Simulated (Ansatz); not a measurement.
Start from `[OH][Hf]([Cl])([Cl])[Cl]` and change one element to get `[Cl][Hf]([Cl])([Cl])[SeH]`.

Ansatz, PBE0-D4/def2-TZVP geometries, multiplicity 1. Each molecule was computed in one conformer, which needn't be the lowest.

Elements past krypton have def2 core potentials. Scalar relativity is left out up to krypton.

```csv
property,`[OH][Hf]([Cl])([Cl])[Cl]`
LUMO energy (ωB97M-V/def2-TZVPP) / eV,0.70
LUMO energy (B3LYP/def2-TZVPP) / eV,-1.60
HOMO–LUMO gap (B3LYP/def2-TZVPP) / eV,7.40
zero-point energy (PBE0-D4/def2-TZVP) / kJ/mol,41.7
HOMO energy (PBE/def2-TZVPP) / eV,-7.91
HOMO energy (ωB97M-V/def2-TZVPP) / eV,-11.51
```

(1) What does the change do to each property? (An estimate is asked.)

Answers

(1) Computed: 
```csv
property,`[Cl][Hf]([Cl])([Cl])[SeH]`,shift
LUMO energy (ωB97M-V/def2-TZVPP) / eV,-0.25,-0.95
LUMO energy (B3LYP/def2-TZVPP) / eV,-2.50,-0.90
HOMO–LUMO gap (B3LYP/def2-TZVPP) / eV,5.02,-2.38
zero-point energy (PBE0-D4/def2-TZVP) / kJ/mol,28.7,-13.0
HOMO energy (PBE/def2-TZVPP) / eV,-6.64,1.27
HOMO energy (ωB97M-V/def2-TZVPP) / eV,-9.86,1.65
```

With PBE0 the HOMO rises by 1.52 eV and the LUMO falls by 0.92 eV, so the gap narrows by about 2.44 eV. PBE moves the HOMO by 1.27 eV and ωB97M-V by 1.65 eV.

B3LYP here is the variant with VWN-RPA as its local correlation; programs differ in this.

Spin–orbit coupling is left out; it splits and shifts lone-pair levels of the heavy atoms by tenths of an eV.
